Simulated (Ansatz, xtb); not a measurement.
Stretching the In1–H2 bond in H3In (SMILES [InH3]) (multiplicity 1 held, fragments rigid). Energies count from the point at 1.731 Å.
Geometry at that point (charge 0, multiplicity 1):
```
atom    x (Å)    y (Å)    z (Å)
----  -------  -------  -------
In     0.0000   0.0000   0.0000
H      0.6866  -0.4744   1.5160
H     -0.3914   1.6604  -0.2909
H     -0.2953  -1.1861  -1.2251
```

U- levels take the lowest unrestricted solution at each point, which mixes spins at long bonds. Active spaces are followed from a long bond inwards. Curves can end on different states.

Correlated levels freeze the cores. Filled d and f shells under p-block atoms count as core.

Run with Ansatz (Gaussian basis) for Hartree–Fock, density functionals and correlated methods; xtb for the GFN methods.  In def2 rows elements past Kr take small-core potentials, without spin–orbit coupling. The GFN methods have no spin term and hold the electronic entropy of 300 K.

**Question.** Estimate the energy at R = 5.538 Å that GFN2-xTB returns for this input.

**Answer.** 78.7 kcal/mol

**Question.** Predict the energy at R = 5.538 Å from FIC-MRCISD+Q on CASSCF(2,2)/def2-TZVPP.

**Answer.** 74.5 kcal/mol

**Question.** What energy at R = 5.538 Å does U-CCSD(T)/def2-TZVPP give?

**Answer.** 73.8 kcal/mol

Doubts at one or more of the structures used: a spin-contaminated determinant (U-CCSD(T)/def2-TZVPP).

Ansatz is a first-principles code.
